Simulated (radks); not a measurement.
Question: Neutral neodymium, configuration [Kr] 4d10 4f4 5s2 5p4 6s2 6p2 (not the ground configuration). Method: Dirac Kohn-Sham, LDA (Slater exchange, Perdew-Wang correlation), spin-unpolarised, spherical densities, point nucleus; open shells fill j = l - 1/2 first; computed with a radial shooting solver on a logarithmic mesh with Libxc functionals. Some entries of the table are withheld. Estimate them.

orbital,occ.,eigenvalue (eV),<1/r> (bohr^-1)
1s1/2,2,-43331.17,66.01
2s1/2,2,-7015.332,15.62
2p1/2,2,-6640.220,15.61
2p3/2,4,-6120.747,14.03
3s1/2,2,-1529.277,5.657
3p1/2,2,-1368.775,5.575
3p3/2,4,-1265.114,5.177
3d3/2,4,-984.6428,(1)
3d5/2,6,-962.2073,(2)
4s1/2,2,-311.9015,2.354
4p1/2,2,-251.3627,(3)
4p3/2,4,-228.7729,(4)
4d3/2,4,-129.1308,1.894
4d5/2,6,-125.1443,1.861
5s1/2,2,-50.0880,0.9242
5p1/2,2,-33.2498,0.8228
5p3/2,2,-29.8633,0.7777
4f5/2,4,-12.0888,1.304
4f7/2,0,-11.6565,1.291
6s1/2,2,-6.4742,0.3471
6p1/2,2,-3.1698,(5)
6p3/2,0,-2.7951,(6)

Answer: 
(1) 3d3/2 <1/r> (bohr^-1): 5.050
(2) 3d5/2 <1/r> (bohr^-1): 4.950
(3) 4p1/2 <1/r> (bohr^-1): 2.249
(4) 4p3/2 <1/r> (bohr^-1): 2.115
(5) 6p1/2 <1/r> (bohr^-1): 0.2782
(6) 6p3/2 <1/r> (bohr^-1): 0.2634
